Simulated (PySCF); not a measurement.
Several molecules and their computed UV-vis stick spectra, shuffled. Computed, not measured: TDDFT wB97X-D/def2-SVPD, vertical, gas phase, core orbitals frozen in the response (PySCF 2.14.0, density-fitted response routines). Geometries: GFN2-xTB; one conformer of each isolated species. Triplets are in the Tamm–Dancoff approximation.

A. `C(/C)(C(=O)Cl)=C(/F)C=C`
B. `CCN[SiH2]CC`
C. `CC1=CC=CP=C1C=O`
D. `CC(=S)C#C[Si@@H](C)P`

Lowest singlet levels (six at most, fewer where fewer were computed) with oscillator strengths:

1. 6.24 eV (f 0.006); 6.75 eV (f 0.001); 7.31 eV (f 0.015); 7.48 eV (f 0.057); 7.87 eV (f 0.010); 8.11 eV (f 0.007); T1 6.04 eV
2. 3.61 eV (f 0.001); 4.39 eV (f 0.050); 4.70 eV (f 0.010); 4.94 eV (f 0.079); 5.37 eV (f 0.000); 5.66 eV (f 0.010); T1 3.13 eV
3. 2.09 eV (f 0.000); 3.96 eV (f 0.019); 4.31 eV (f 0.297); 5.51 eV (f 0.093); 5.99 eV (f 0.070); 6.06 eV (f 0.153); T1 1.68 eV
4. 4.35 eV (f 0.000); 4.64 eV (f 0.582); 5.94 eV (f 0.000); 6.20 eV (f 0.044); 6.50 eV (f 0.006); 6.87 eV (f 0.000); T1 2.65 eV

Question: Match each spectrum to its molecule.

Answer: 1 = B, 2 = C, 3 = D, 4 = A.
- A: S1 at 4.35 eV, HOMO-1→LUMO (86%), HOMO-1→LUMO+1 (8%); Löwdin shares by element: HOMO carbon 70% or more (atoms not listed hold the other 30%); LUMO carbon 50% or more, oxygen 13% (atoms not listed hold the other 37%); HOMO -9.24 and LUMO -1.00 eV; point group Cs, 3 of its 6 listed states under f = 0.0005.
- B: S1 at 6.24 eV, HOMO→LUMO (83%); Löwdin shares by element: HOMO nitrogen 56%, carbon 16% or more, silicon 10% (atoms not listed hold the other 18%); LUMO carbon 26% or more, silicon 16%, hydrogen 7% or more (atoms not listed hold the other 52%); HOMO -8.49 and LUMO 2.26 eV.
- C: S1 at 3.61 eV, HOMO-1→LUMO (82%), HOMO-1→LUMO+3 (9%); Löwdin shares by element: HOMO carbon 48% or more, phosphorus 26% (atoms not listed hold the other 26%); LUMO carbon 26% or more, phosphorus 25%, oxygen 13% (atoms not listed hold the other 37%); HOMO -9.21 and LUMO -0.76 eV; point group Cs, 1 of its 6 listed states under f = 0.0005.
- D: S1 at 2.09 eV, HOMO→LUMO (97%); Löwdin shares by element: HOMO sulfur 74%, carbon 15% or more; LUMO carbon 52% or more, sulfur 35%; HOMO -8.43 and LUMO -1.28 eV.
